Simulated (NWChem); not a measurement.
System: CHClF$_{2}$; SMILES FC(F)Cl

The following NWChem deck was run.

```
start job
memory heap 200 mb stack 900 mb global 1100 mb
geometry units angstroms noautoz
  F     -0.144391     1.032874     1.079018
  C      0.364219     0.447702     0.000000
  F     -0.144391     1.032874    -1.079018
  Cl    -0.053378    -1.271320     0.000000
  H      1.461076     0.542661     0.000000
end
basis spherical
  * library def2-tzvpd
end
dft
  xc xtpss03 ctpss03
  iterations 150
  semidirect filesize 400000000
  mulliken
end
task dft energy
```

Geometry: optimised at PBE0/def2-SVP.

**Question.** Give the results of this calculation. (TPSS/def2-TZVPD.) Quantities: energy (Ha); highest occupied level (eV); orbital gap (eV); dipole (D).

**Answer.** 
* **energy (Ha)**: -698.75
* **highest occupied level (eV)**: -8.25
* **orbital gap (eV)**: 7.42
* **dipole (D)**: 1.35
